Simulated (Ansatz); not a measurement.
Steps of a relaxation of CH$_{7}$NSSi$_{2}$ (`C1N[SiH2]S[SiH2]1`) with RKS PBE-D4/def2-SVP.

```sh
$ ansatz run in.yaml --threads 4 --pin off --events-out ev --progress --plain --max-ram 10444MiB
```

```yaml
crystal:
  periodic: [false, false, false]
  atoms:
    - {symbol: C, position_ang: [0.404500, -1.169400, -0.281000]}
    - {symbol: N, position_ang: [0.447500, -0.519200, 1.045700]}
    - {symbol: Si, position_ang: [0.361900, 1.194900, 1.146300]}
    - {symbol: S, position_ang: [-1.129700, 1.688000, -0.169300]}
    - {symbol: Si, position_ang: [-0.749700, -0.060100, -1.383500]}
    - {symbol: H, position_ang: [-0.030200, -2.130200, -0.214400]}
    - {symbol: H, position_ang: [1.382900, -1.183600, -0.733700]}
    - {symbol: H, position_ang: [-0.280500, -0.842800, 1.612500]}
    - {symbol: H, position_ang: [0.075400, 1.577100, 2.595200]}
    - {symbol: H, position_ang: [1.670300, 1.740900, 0.672200]}
    - {symbol: H, position_ang: [-2.035800, -0.743300, -1.668800]}
    - {symbol: H, position_ang: [-0.039500, 0.392500, -2.587200]}
basis:
  gaussian: {orbitals: def2-SVP}
hamiltonian: {xc: pbe, dispersion: d4}
relax: {f_tol: 0.03, max_steps: 200}
```

Positions (Å) and forces (eV/Å) along the path, 11 of 13 steps:

```xyz
12
step=1 energy=-29206.7677 eV
C     0.405   -1.169   -0.281   -0.684    2.696    0.570
N     0.448   -0.519    1.046    1.844   -0.658   -0.813
Si    0.362    1.195    1.146    1.708    0.280    1.321
S    -1.130    1.688   -0.169   -1.902    0.949   -1.355
Si   -0.750   -0.060   -1.383    0.147   -0.125    0.314
H    -0.030   -2.130   -0.214   -0.435   -1.825    0.105
H     1.383   -1.184   -0.734    0.982   -0.276   -0.362
H    -0.281   -0.843    1.613   -1.625   -1.250    1.464
H     0.075    1.577    2.595    0.025   -0.035   -0.418
H     1.670    1.741    0.672    0.162    0.225    0.115
H    -2.036   -0.743   -1.669   -0.340   -0.053   -0.231
H    -0.040    0.393   -2.587    0.118    0.070   -0.710
12
step=2 energy=-29207.2016 eV
C     0.378   -1.130   -0.258   -0.157    0.766    0.309
N     0.509   -0.562    1.101   -0.020   -0.223   -0.356
Si    0.393    1.173    1.159    0.252    0.640    0.319
S    -1.190    1.735   -0.230    0.110   -0.099   -0.102
Si   -0.760   -0.039   -1.421   -0.169    0.121    0.193
H    -0.032   -2.142   -0.190   -0.051   -0.530   -0.122
H     1.374   -1.173   -0.723    0.296   -0.184   -0.197
H    -0.194   -0.942    1.732   -0.187   -0.359    0.212
H     0.055    1.589    2.568   -0.027   -0.003   -0.106
H     1.712    1.786    0.767   -0.095    0.007   -0.064
H    -2.072   -0.685   -1.757   -0.071   -0.093   -0.017
H    -0.096    0.335   -2.712    0.120   -0.042   -0.069
12
step=3 energy=-29207.2386 eV
C     0.369   -1.109   -0.265   -0.067    0.120    0.228
N     0.486   -0.563    1.103   -0.156   -0.115   -0.031
Si    0.415    1.188    1.196   -0.029    0.063   -0.160
S    -1.159    1.744   -0.227    0.022    0.000   -0.111
Si   -0.784   -0.034   -1.424    0.078    0.060    0.147
H    -0.017   -2.149   -0.228    0.075   -0.016   -0.037
H     1.376   -1.155   -0.733    0.013   -0.032   -0.048
H    -0.209   -0.976    1.739    0.133   -0.059   -0.099
H     0.056    1.614    2.590    0.005   -0.004   -0.020
H     1.718    1.805    0.764   -0.041   -0.049    0.054
H    -2.089   -0.706   -1.762   -0.005    0.031    0.042
H    -0.084    0.288   -2.721   -0.029    0.000    0.036
12
step=4 energy=-29207.2473 eV
C     0.371   -1.112   -0.263   -0.020    0.010    0.086
N     0.482   -0.569    1.103   -0.185    0.011    0.058
Si    0.404    1.187    1.184   -0.035   -0.015   -0.056
S    -1.156    1.767   -0.245    0.099   -0.063   -0.008
Si   -0.781   -0.026   -1.408    0.023   -0.045   -0.037
H     0.001   -2.162   -0.237    0.044    0.101   -0.019
H     1.378   -1.153   -0.736   -0.035    0.016   -0.006
H    -0.200   -1.001    1.743    0.146    0.009   -0.107
H     0.041    1.621    2.572    0.001   -0.002    0.021
H     1.712    1.795    0.763   -0.002   -0.032    0.023
H    -2.096   -0.687   -1.734    0.011    0.019    0.021
H    -0.079    0.285   -2.707   -0.047   -0.009    0.024
12
step=5 energy=-29207.2659 eV
C     0.407   -1.079   -0.271   -0.110   -0.044   -0.060
N     0.437   -0.562    1.103    0.099   -0.092   -0.239
Si    0.398    1.186    1.191   -0.010    0.053    0.123
S    -1.004    1.836   -0.354    0.012    0.024   -0.014
Si   -0.782   -0.047   -1.407   -0.055    0.114   -0.077
H     0.084   -2.140   -0.287    0.054   -0.063    0.020
H     1.417   -1.058   -0.738    0.032    0.028    0.095
H    -0.233   -1.039    1.710   -0.055   -0.008    0.082
H    -0.055    1.597    2.560    0.006    0.051    0.022
H     1.755    1.743    0.882    0.035    0.036    0.022
H    -2.140   -0.670   -1.574   -0.025   -0.055    0.019
H    -0.207    0.178   -2.781    0.017   -0.043    0.009
12
step=6 energy=-29207.1083 eV rejected
C     0.371   -1.119   -0.356    0.686    0.848    0.276
N     0.382   -0.580    1.003   -0.295    0.207    1.328
Si    0.391    1.173    1.219    0.416   -0.139   -0.362
S    -0.868    1.918   -0.415    0.010   -0.064   -0.137
Si   -0.819   -0.007   -1.402    0.061   -0.752   -0.001
H     0.256   -2.223   -0.344   -0.336    0.124   -0.159
H     1.407   -0.941   -0.711    0.063   -0.131   -0.505
H    -0.304   -1.027    1.621   -0.029   -0.103    0.010
H    -0.091    1.656    2.559   -0.126   -0.284   -0.008
H     1.781    1.732    1.033   -0.105   -0.082   -0.033
H    -2.164   -0.671   -1.385   -0.221    0.153   -0.128
H    -0.264    0.036   -2.786   -0.125    0.223   -0.280
12
step=8 energy=-29207.2848 eV
C     0.420   -1.069   -0.304    0.018   -0.016   -0.011
N     0.410   -0.569    1.076    0.005    0.012    0.032
Si    0.407    1.180    1.209    0.005    0.053   -0.022
S    -0.842    1.894   -0.450    0.038   -0.062    0.003
Si   -0.804   -0.055   -1.411   -0.018    0.018   -0.003
H     0.184   -2.154   -0.336    0.006    0.013    0.002
H     1.443   -0.967   -0.735   -0.024    0.000   -0.010
H    -0.282   -1.040    1.667   -0.007   -0.001   -0.019
H    -0.141    1.584    2.549    0.007   -0.020   -0.025
H     1.793    1.736    1.028   -0.044   -0.018    0.019
H    -2.187   -0.660   -1.422    0.040    0.024    0.005
H    -0.325    0.066   -2.835   -0.026   -0.005    0.029
12
step=9 energy=-29207.2867 eV
C     0.430   -1.065   -0.316    0.050   -0.006   -0.021
N     0.403   -0.569    1.066   -0.001    0.010    0.038
Si    0.406    1.180    1.212    0.037    0.066   -0.019
S    -0.774    1.914   -0.493    0.056   -0.097    0.013
Si   -0.807   -0.058   -1.411   -0.056   -0.012   -0.011
H     0.221   -2.156   -0.352   -0.006    0.036   -0.001
H     1.453   -0.936   -0.740   -0.039   -0.013   -0.010
H    -0.297   -1.041    1.647   -0.013   -0.003   -0.015
H    -0.181    1.572    2.540   -0.002   -0.022   -0.043
H     1.803    1.732    1.094   -0.081   -0.021   -0.004
H    -2.200   -0.644   -1.353    0.085    0.043   -0.003
H    -0.380    0.017   -2.858   -0.030    0.018    0.076
12
step=10 energy=-29207.2883 eV
C     0.435   -1.067   -0.320    0.040   -0.002   -0.029
N     0.404   -0.571    1.062   -0.004    0.004    0.044
Si    0.408    1.179    1.213    0.010    0.069   -0.060
S    -0.733    1.918   -0.513    0.016   -0.083    0.020
Si   -0.809   -0.063   -1.406   -0.009    0.031   -0.022
H     0.233   -2.159   -0.356   -0.010    0.024    0.004
H     1.456   -0.931   -0.744   -0.025   -0.010   -0.013
H    -0.300   -1.043    1.638   -0.010    0.001    0.000
H    -0.210    1.568    2.528    0.018   -0.027   -0.022
H     1.802    1.737    1.112   -0.057   -0.026    0.025
H    -2.204   -0.640   -1.323    0.066    0.034   -0.001
H    -0.404    0.018   -2.857   -0.034   -0.015    0.055
12
step=11 energy=-29207.2900 eV
C     0.442   -1.067   -0.325    0.004    0.006   -0.022
N     0.408   -0.568    1.057    0.004   -0.016    0.009
Si    0.408    1.181    1.211   -0.027    0.011   -0.016
S    -0.701    1.920   -0.530    0.013    0.001    0.000
Si   -0.806   -0.064   -1.405   -0.001    0.004    0.015
H     0.238   -2.157   -0.359   -0.009   -0.004    0.000
H     1.461   -0.933   -0.753    0.012   -0.001   -0.003
H    -0.301   -1.041    1.626   -0.001    0.012    0.008
H    -0.236    1.556    2.515    0.009   -0.007    0.000
H     1.800    1.743    1.148   -0.008   -0.002    0.002
H    -2.200   -0.626   -1.288    0.007    0.000   -0.002
H    -0.435    0.000   -2.863   -0.004   -0.003    0.008
12
step=13 energy=-29207.2904 eV
C     0.447   -1.067   -0.330   -0.005    0.004   -0.009
N     0.410   -0.567    1.052   -0.003   -0.009   -0.006
Si    0.405    1.182    1.210   -0.003   -0.002    0.003
S    -0.671    1.927   -0.548   -0.002    0.004    0.001
Si   -0.805   -0.064   -1.403    0.009   -0.005    0.005
H     0.241   -2.157   -0.363   -0.004   -0.006    0.000
H     1.466   -0.934   -0.758    0.008    0.000    0.001
H    -0.301   -1.040    1.619    0.003    0.007    0.007
H    -0.255    1.546    2.509   -0.003    0.002    0.000
H     1.795    1.749    1.171    0.004    0.004    0.000
H    -2.199   -0.618   -1.259   -0.005   -0.001    0.001
H    -0.456   -0.012   -2.866   -0.001    0.003   -0.003
```

It took 21 s on 4 threads of an Arm Neoverse V1 on a shared host, with 0.17 GiB of host memory at the peak.
